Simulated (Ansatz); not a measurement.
[Tb(NH3)6]3+ (TbN6H18³⁺), relaxed as a septet with UKS r2SCAN-D4/def2-SVP in Ansatz, starting from the GFN2-xTB geometry. Force threshold 0.03 eV/Å.

In the def2 sets Tb takes a core potential; there is no spin–orbit coupling. With an open 4f shell the SCF may have ended on a state above the lowest.

Start:

```
atom   x (Å)   y (Å)   z (Å)
 Tb1   0.003   0.004   0.001
  N2   2.058  -0.014   1.571
  H3   1.837   0.026   2.576
  H4   2.717   0.765   1.440
  H5   2.653  -0.849   1.489
  N6  -2.047   0.005  -1.585
  H7  -1.817   0.015  -2.588
  H8  -2.679   0.809  -1.476
  H9  -2.676  -0.805  -1.493
 N10  -1.364   1.227   1.830
 H11  -1.894   0.611   2.460
 H12  -2.078   1.876   1.472
 H13  -0.812   1.810   2.474
 N14   1.349  -1.231  -1.832
 H15   0.812  -1.919  -2.377
 H16   2.158  -1.769  -1.495
 H17   1.753  -0.618  -2.553
 N18  -0.739  -2.274   0.982
 H19  -0.295  -2.515   1.878
 H20  -0.541  -3.090   0.387
 H21  -1.745  -2.364   1.181
 N22   0.747   2.288  -0.962
 H23   0.262   2.559  -1.829
 H24   1.743   2.361  -1.211
 H25   0.596   3.093  -0.339
```

(1) Estimate the energy that the relaxation releases and the steps that it takes.

(2) Does the start keep its bonding and symmetry?

(3) Predict the relaxed structure.

Answers

(1) 0.13 eV, in 4 steps; 1.9 min on 4 threads of Arm Neoverse V1 on a shared host. No frequencies were taken in this run, so the end may be a saddle point.

(2) By distances, no bond broke or formed. The bond that changes most is Tb1–N6, from 2.59 to 2.50 Å (atoms count from 1).

(3) 
| atom | x (Å) | y (Å) | z (Å) |
| --- | --- | --- | --- |
| Tb1 | 0.000 | 0.000 | 0.001 |
| N2 | 1.990 | -0.022 | 1.516 |
| H3 | 1.778 | 0.022 | 2.524 |
| H4 | 2.652 | 0.758 | 1.387 |
| H5 | 2.596 | -0.852 | 1.445 |
| N6 | -1.983 | 0.008 | -1.523 |
| H7 | -1.766 | 0.023 | -2.530 |
| H8 | -2.625 | 0.807 | -1.414 |
| H9 | -2.611 | -0.804 | -1.436 |
| N10 | -1.325 | 1.192 | 1.755 |
| H11 | -1.851 | 0.583 | 2.400 |
| H12 | -2.049 | 1.838 | 1.407 |
| H13 | -0.778 | 1.786 | 2.396 |
| N14 | 1.308 | -1.185 | -1.771 |
| H15 | 0.781 | -1.880 | -2.320 |
| H16 | 2.122 | -1.723 | -1.438 |
| H17 | 1.716 | -0.579 | -2.498 |
| N18 | -0.712 | -2.200 | 0.950 |
| H19 | -0.281 | -2.451 | 1.852 |
| H20 | -0.507 | -3.021 | 0.362 |
| H21 | -1.720 | -2.301 | 1.142 |
| N22 | 0.721 | 2.207 | -0.929 |
| H23 | 0.238 | 2.502 | -1.790 |
| H24 | 1.716 | 2.278 | -1.187 |
| H25 | 0.588 | 3.015 | -0.302 |
Bond lengths: 6 × N–Tb 2.50 Å; 18 × H–N 1.03 Å.
